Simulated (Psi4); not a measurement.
CH7AlGeO, singlet, at a GFN2-xTB geometry (such geometries of metal compounds can be far from the true shape), atoms displaced at random by about 0.08 Å a coordinate; R2SCAN/STO-3G, gradient in Psi4.

The Psi4 input:
```
memory 2 GB

molecule mol {
0 1
  Al    1.025803    0.136140   -0.269612
  Ge   -0.660711   -0.033010    1.416252
  H    -1.184597   -1.433184    1.304268
  H    -0.090505    0.257691    2.786254
  H    -1.780927    0.910824    1.254268
  H     2.420675    0.511880   -0.205733
  O     0.414344   -0.023889   -2.020675
  C     0.111920   -0.234322   -3.194636
  H    -0.057767   -1.283783   -3.527773
  H    -0.782582    0.286467   -3.398099
  H     0.820069    0.377723   -3.922373
symmetry c1
no_reorient
no_com
}

set basis sto-3g
set reference rks

gradient('r2scan')
print_variables()
```

The log (banner, timings and long lists left out):

```
gradient() will perform analytic gradient computation.

   => Loading Basis Set <=

    Name: STO-3G
    Role: ORBITAL
    Keyword: BASIS

         ---------------------------------------------------------
                                   SCF
               by Justin Turney, Rob Parrish, Andy Simmonett
                          and Daniel G. A. Smith
                              RKS Reference
         ---------------------------------------------------------

  ==> Geometry <==

    Molecular point group: c1
    Full point group: C1

    Geometry (in Angstrom), charge = 0, multiplicity = 1:

       Center              X                  Y                   Z               Mass
    ------------   -----------------  -----------------  -----------------  -----------------
         AL           1.025803000000     0.136140000000    -0.269612000000    26.981538530000
         GE          -0.660711000000    -0.033010000000     1.416252000000    73.921177761000
         H           -1.184597000000    -1.433184000000     1.304268000000     1.007825032230
         H           -0.090505000000     0.257691000000     2.786254000000     1.007825032230
         H           -1.780927000000     0.910824000000     1.254268000000     1.007825032230
         H            2.420675000000     0.511880000000    -0.205733000000     1.007825032230
         O            0.414344000000    -0.023889000000    -2.020675000000    15.994914619570
         C            0.111920000000    -0.234322000000    -3.194636000000    12.000000000000
         H           -0.057767000000    -1.283783000000    -3.527773000000     1.007825032230
         H           -0.782582000000     0.286467000000    -3.398099000000     1.007825032230
         H            0.820069000000     0.377723000000    -3.922373000000     1.007825032230

  Running in c1 symmetry.

  Rotational constants: A =      0.31858  B =      0.03991  C =      0.03618 [cm^-1]
  Rotational constants: A =   9550.89996  B =   1196.38326  C =   1084.75849 [MHz]
  Nuclear repulsion =  305.781654522738904

  Charge       = 0
  Multiplicity = 1
  Electrons    = 66
  Nalpha       = 33
  Nbeta        = 33

  ==> Algorithm <==

  SCF Algorithm Type is DF.
  DIIS enabled.
  MOM disabled.
  Fractional occupation disabled.
  Guess Type is SAD.
  Energy threshold   = 1.00e-08
  Density threshold  = 1.00e-08
  Integral threshold = 1.00e-12

  ==> Primary Basis <==

  Basis Set: STO-3G
    Blend: STO-3G
    Number of shells: 26
[...]
  @DF-RKS Final Energy: -2408.54894981398502
    Total Energy =                      -2408.5489498139850184
[...]

   => Composite Functional: R2SCAN <=

    r2SCAN Meta-GGA XC Functional  (0.1021/acs.jpclett.0c02405)
    J. W. Furness, A. D. Kaplan, J. Ning, J. P. Perdew, J. Sun  J. Phys. Chem. Lett.  11, 8208–8215, 2020

    Deriv               =              1
    GGA                 =           TRUE
    Meta                =           TRUE

    Exchange Hybrid     =          FALSE
    MP2 Hybrid          =          FALSE

   => Exchange Functionals <=

    1.0000   XC_MGGA_X_R2SCAN

   => Correlation Functionals <=

    1.0000   XC_MGGA_C_R2SCAN

   => LibXC Density Thresholds  <==

    XC_MGGA_C_R2SCAN:  1.00E-15
    XC_MGGA_X_R2SCAN:  1.00E-11

   => Molecular Quadrature <=

    Radial Scheme          =       TREUTLER
    Pruning Scheme         =           NONE
    Nuclear Scheme         =       TREUTLER

    Blocking Scheme        =         OCTREE
    BS radius alpha        =              1
    Pruning alpha          =              1
    Radial Points          =             75
    Spherical Points       =            302
    Total Points           =         234563
    Total Blocks           =           1840
    Max Points             =            256
    Max Functions          =             41
    Weights Tolerance      =       1.00E-15

  -Total Gradient:
     Atom            X                  Y                   Z
    ------   -----------------  -----------------  -----------------
       1        0.073932528267     0.015059199750     0.091900323427
       2        0.002751488257     0.003555171551    -0.008471026970
       3       -0.009553637860    -0.036885638141    -0.009958093922
       4        0.017576578048     0.012218342929     0.036066908593
       5       -0.023573121811     0.023194325056    -0.003574834751
       6       -0.024154714102    -0.005673119230    -0.002973306130
       7       -0.094537001886    -0.027964594752    -0.324937828992
       8       -0.002809315668    -0.010825304920     0.178191453793
       9       -0.008584797885     0.010114544975     0.010083550772
      10        0.066982527824    -0.017646507481     0.029540589020
      11        0.006488753253     0.035039731453     0.003609665183

  Variable Map:
  ----------------------------------------------------------------------------
[...]
  Array Variable Map:
  ----------------------------------------------------------------------------
[...]
[...]
```
